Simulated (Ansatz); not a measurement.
```yaml
crystal:
  periodic: [true, true, true]
  atoms:
    - {symbol: C, position_ang: [-1.033227, 1.936351, 0.261752]}
    - {symbol: O, position_ang: [-0.394183, 0.719249, 0.102168]}
    - {symbol: Y, position_ang: [0.565490, -1.049872, -0.140187]}
    - {symbol: O, position_ang: [-0.425143, -2.783635, 0.222469]}
    - {symbol: O, position_ang: [2.503968, -1.059677, -0.740655]}
    - {symbol: H, position_ang: [-0.377481, 2.775951, -0.006615]}
    - {symbol: H, position_ang: [-1.353648, 2.087091, 1.301521]}
    - {symbol: H, position_ang: [-1.930589, 2.003470, -0.368139]}
    - {symbol: H, position_ang: [-0.885476, -3.599469, 0.391844]}
    - {symbol: H, position_ang: [3.413389, -1.080560, -1.021257]}
basis:
  gaussian: {orbitals: def2-mTZVPP}
hamiltonian: {xc: {name: RPBE}, dispersion: d3bj}
```

```sh
$ ansatz run in.yaml --threads 4 --pin off --events-out ev --progress --plain --max-ram 10444MiB
```

It prints (some lines left out):

```
Error: YAML parse error: error: line 2 column 3: crystal: missing field `lattice` (a structure is typed as `lattice` and `atoms`, a molecule's as `atoms` in Å alone, or read from a run's directory, `checkpoint`)
 --> <input>:2:3
1 | crystal:
2 |   periodic: [true, true, true]
3 |   atoms:
4 |     - {symbol: C, position_ang: [-1.033227, 1.936351, 0.261752]}
```

Q: What is wrong with this run?

A: The molecule is marked periodic without a cell. The program refused the input.
